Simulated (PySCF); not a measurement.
A PySCF script (with the pyscf-properties extension) for the NMR shieldings of `FC[SiH2][Si@@H]([SiH3])[SiH2][SiH3]`, CH$_{13}$FSi$_{5}$, on a GFN2-xTB geometry:

```python
import basis_set_exchange as bse
import numpy as np
from pyscf import gto, dft
from pyscf.prop import nmr

atoms = """
F    -1.229923    2.263990    0.548454
C    -2.399928    1.525213    0.453646
Si   -2.047174   -0.103381   -0.503875
Si   -0.212189   -1.126530    0.505047
Si    0.606462   -2.886053   -0.776816
Si    1.463489    0.396484    1.131474
Si    2.250541    1.714253   -0.596654
H    -3.132332    2.173883   -0.030787
H    -2.727370    1.345055    1.480106
H    -1.820341    0.310311   -1.894393
H    -3.350255   -0.782401   -0.492340
H    -0.774200   -1.743508    1.734451
H     1.148362   -2.392280   -2.044893
H    -0.399769   -3.891879   -1.122555
H     1.692659   -3.607325   -0.111921
H     2.568727   -0.404669    1.696452
H     1.024158    1.202520    2.277986
H     2.841883    0.868221   -1.642359
H     3.298006    2.656491   -0.195836
H     1.194044    2.492283   -1.238819
"""
names = dict.fromkeys(["F", "C", "Si", "H"], "pcSseg-1")
basis = {el: gto.basis.parse(bse.get_basis(n, elements=[el], fmt="nwchem")) for el, n in names.items()}
mol = gto.M(atom=atoms, basis=basis, charge=0, verbose=0)
mf = dft.RKS(mol, xc="PBE0")
mf.grids.level = 2
mf.grids.alignment = dft.numint.BLKSIZE   # the property module wants whole blocks of grid points
mf.conv_tol = 1e-9
mf.kernel()

calc = nmr.RKS(mf)   # GIAO
C = mf.mo_coeff
Co = C[:, mf.mo_occ > 0]
resp = mf.gen_response(singlet=True, hermi=2)
def vind(x):   # induced exchange potential for any number of trial vectors
    d = np.einsum("pi,xij,qj->xpq", C, 2 * x.reshape(-1, C.shape[1], Co.shape[1]), Co, optimize=True)
    return np.einsum("xpq,pi,qj->xij", resp(d - d.transpose(0, 2, 1)), C, Co, optimize=True).ravel()
mo1, _ = nmr.rhf.solve_mo1(calc, with_cphf=vind)
sigma = calc.kernel(mo1)
for i, s in enumerate(sigma):   # ppm
    w = np.linalg.eigvalsh((s + s.T) / 2)
    print("%2d %-2s iso %8.1f  s11 %8.1f  s22 %8.1f  s33 %8.1f" % (i, mol.atom_pure_symbol(i), w.mean(), *w))
```

Question: What are the results?

Answer: 
```
 0 F  iso    464.2  s11    411.0  s22    475.6  s33    506.0
 1 C  iso    107.5  s11     54.4  s22     84.5  s33    183.7
 2 Si iso    420.7  s11    379.4  s22    422.3  s33    460.6
 3 Si iso    492.8  s11    481.7  s22    496.3  s33    500.4
 4 Si iso    462.1  s11    444.8  s22    460.5  s33    481.1
 5 Si iso    466.0  s11    450.1  s22    467.5  s33    480.4
 6 Si iso    464.5  s11    450.4  s22    464.8  s33    478.4
 7 H  iso     26.4  s11     21.5  s22     26.0  s33     31.6
 8 H  iso     26.8  s11     22.1  s22     26.2  s33     32.1
 9 H  iso     27.6  s11     24.6  s22     25.5  s33     32.7
10 H  iso     27.8  s11     24.0  s22     25.5  s33     33.8
11 H  iso     28.2  s11     24.7  s22     24.9  s33     34.8
12 H  iso     28.2  s11     24.5  s22     26.8  s33     33.4
13 H  iso     28.1  s11     24.1  s22     25.8  s33     34.4
14 H  iso     28.1  s11     24.2  s22     26.0  s33     34.2
15 H  iso     28.1  s11     24.0  s22     26.0  s33     34.3
16 H  iso     28.0  s11     24.4  s22     25.9  s33     33.8
17 H  iso     28.3  s11     24.4  s22     27.0  s33     33.4
18 H  iso     28.2  s11     24.6  s22     25.2  s33     34.8
19 H  iso     28.3  s11     24.0  s22     28.0  s33     32.8
```

These numbers come from an equivalent density-fitted implementation of the same equations, which agrees with the script to about 0.01 ppm for H and up to a few tenths of a ppm for heavy atoms, so last digits may differ.

Question: Turn these shieldings into chemical shifts. References, each an isolated molecule treated in the same way: ¹⁹F (170.95 ppm) vs CFCl3; ¹³C (186.93 ppm), ²⁹Si (349.16 ppm), ¹H (31.72 ppm) vs TMS.

Answer: Averaging equivalent atoms: F 0: -293.2; C 1: 79.4; Si 2: -71.6; Si 4: -113.0; Si 6: -115.4; Si 5: -116.8; Si 3: -143.7; H 7: 5.32; H 8: 4.90; H 9: 4.10; H 10: 3.93; H 16: 3.67; H 15: 3.62; H 12/13/14: 3.57; H 11: 3.56; H 17/18/19: 3.47 ppm. Unscaled 19F shifts against computed CFCl3 carry errors that often reach 10 to 50 ppm.

Size and cost of the density-fitted run: 219 basis functions, 50 s wall time on 1 thread of an Arm Neoverse V1, shared host; peak memory 1.1 GiB.
